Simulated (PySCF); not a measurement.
C2H3N3, charge -1, doublet, geometry from GFN2-xTB (a state made from the parent by changing its charge; the spin is typed, not shown lowest) (in this run its highest filled SCF level lies above zero, so its values depend strongly on the basis, on diffuse functions most of all); DF-WB97X/6-311G** (PySCF).

Input for PySCF:
```python
from pyscf import gto, scf, dft

mol = gto.Mole()
mol.atom = '''
    C     1.10860021   -0.01508195   -0.12797439
    N     0.44625517    1.13489611   -0.13199815
    C    -0.83601278    0.76774927    0.12797594
    N    -0.93232351   -0.66726295    0.22383552
    N     0.40632925   -1.13732239    0.03728586
    H     2.18355403   -0.05782841   -0.26050758
    H    -1.68976664    1.35226865   -0.19430976
    H    -1.57113837   -1.12261954   -0.44905469
'''
mol.basis = '6-311g**'
mol.charge = -1
mol.spin = 1
mol.verbose = 4
mol.build()

mf = dft.UKS(mol)
mf.xc = 'wb97x'
mf = mf.density_fit(auxbasis='def2-universal-jkfit')
mf.kernel()
```

Output, abridged:

```
PySCF version 2.14.0

[INPUT] verbose = 4
[INPUT] num. atoms = 8
[INPUT] num. electrons = 37
[INPUT] charge = -1
[INPUT] spin (= nelec alpha-beta = 2S) = 1
[INPUT] symmetry False subgroup None
[INPUT] Mole.unit = angstrom
[INPUT] Symbol           X                Y                Z      unit          X                Y                Z       unit  Magmom
[INPUT]  1 C      1.108600210000  -0.015081950000  -0.127974390000 AA    2.094950778535  -0.028500754924  -0.241836548058 Bohr   0.0
[INPUT]  2 N      0.446255170000   1.134896110000  -0.131998150000 AA    0.843300052971   2.144642827734  -0.249440352449 Bohr   0.0
[INPUT]  3 C     -0.836012780000   0.767749270000   0.127975940000 AA   -1.579835190836   1.450835852635   0.241839477134 Bohr   0.0
[INPUT]  4 N     -0.932323510000  -0.667262950000   0.223835520000 AA   -1.761836093393  -1.260944228569   0.422987829750 Bohr   0.0
[INPUT]  5 N      0.406329250000  -1.137322390000   0.037285860000 AA    0.767850998900  -2.149227832436   0.070460063719 Bohr   0.0
[INPUT]  6 H      2.183554030000  -0.057828410000  -0.260507580000 AA    4.126319094890  -0.109279857119  -0.492287979573 Bohr   0.0
[INPUT]  7 H     -1.689766640000   1.352268650000  -0.194309760000 AA   -3.193196164027   2.555417395335  -0.367192229730 Bohr   0.0
[INPUT]  8 H     -1.571138370000  -1.122619540000  -0.449054690000 AA   -2.969021223096  -2.121443472685  -0.848590379051 Bohr   0.0

nuclear repulsion = 161.782674600329
number of shells = 52
number of NR pGTOs = 179
number of NR cGTOs = 108
basis = 6-311g**
ecp = {}

******** <class 'pyscf.df.df_jk.DFUKS'> ********
method = DFUKS
initial guess = minao
damping factor = 0
level_shift factor = 0
DIIS = <class 'pyscf.scf.diis.CDIIS'>
diis_start_cycle = 1
diis_space = 8
diis_damp = 0
SCF conv_tol = 1e-09
SCF conv_tol_grad = None
SCF max_cycles = 50
direct_scf = False
number electrons alpha = 19  beta = 18
XC library pyscf.dft.libxc version 7.1.2
    S. Lehtola, C. Steigemann, M. J. T. Oliveira, and M. A. L. Marques,  SoftwareX 7, 1–5 (2018)
XC functionals = wb97x
    J.-D. Chai and M. Head-Gordon,  J. Chem. Phys. 128, 084106 (2008)
radial grids:
    Treutler-Ahlrichs [JCP 102, 346 (1995); DOI:10.1063/1.469408] (M4) radial grids

becke partition: Becke, JCP 88, 2547 (1988); DOI:10.1063/1.454033
pruning grids: <function nwchem_prune>
grids dens level: 3
symmetrized grids: False
atomic radii adjust function: <function treutler_atomic_radii_adjust>
small_rho_cutoff = 0
Set gradient conv threshold to 3.16228e-05
tot grids = 99368
******** <class 'pyscf.df.df.DF'> ********
auxbasis = def2-universal-jkfit
Create RSH-DF object <pyscf.df.df.DF object> for omega=0.3
******** <class 'pyscf.df.df.DF'> ********
auxbasis = auxmol.basis = def2-universal-jkfit
init E= -243.05511093125

cycle= 1 E= -242.118421781483  delta_E= 0.937  |g|= 0.338  |ddm|= 1.85
cycle= 2 E= -242.149277804173  delta_E= -0.0309  |g|= 0.291  |ddm|= 0.589
cycle= 3 E= -242.181543693326  delta_E= -0.0323  |g|= 0.0386  |ddm|= 0.19
cycle= 4 E= -242.182464672299  delta_E= -0.000921  |g|= 0.0162  |ddm|= 0.0524
cycle= 5 E= -242.182700413176  delta_E= -0.000236  |g|= 0.00854  |ddm|= 0.0275
cycle= 6 E= -242.18279188799  delta_E= -9.15e-05  |g|= 0.00397  |ddm|= 0.0139
cycle= 7 E= -242.182830306266  delta_E= -3.84e-05  |g|= 0.00246  |ddm|= 0.00977
cycle= 8 E= -242.182842895054  delta_E= -1.26e-05  |g|= 0.000976  |ddm|= 0.00625
cycle= 9 E= -242.182844589904  delta_E= -1.69e-06  |g|= 0.000544  |ddm|= 0.00213
cycle= 10 E= -242.182845009256  delta_E= -4.19e-07  |g|= 0.000224  |ddm|= 0.00108
cycle= 11 E= -242.182845158024  delta_E= -1.49e-07  |g|= 0.0001  |ddm|= 0.000801
cycle= 12 E= -242.182845204207  delta_E= -4.62e-08  |g|= 6.9e-05  |ddm|= 0.000537
cycle= 13 E= -242.182845216992  delta_E= -1.28e-08  |g|= 3.94e-05  |ddm|= 0.000264
cycle= 14 E= -242.182845222071  delta_E= -5.08e-09  |g|= 2.68e-05  |ddm|= 0.000166
cycle= 15 E= -242.182845224581  delta_E= -2.51e-09  |g|= 1.46e-05  |ddm|= 0.000151
cycle= 16 E= -242.182845225153  delta_E= -5.72e-10  |g|= 9.31e-06  |ddm|= 6.13e-05
Extra cycle  E= -242.182845225277  delta_E= -1.24e-10  |g|= 8.65e-06  |ddm|= 2.2e-05
converged SCF energy = -242.182845225277  <S^2> = 0.77011188  2S+1 = 2.0200118
```
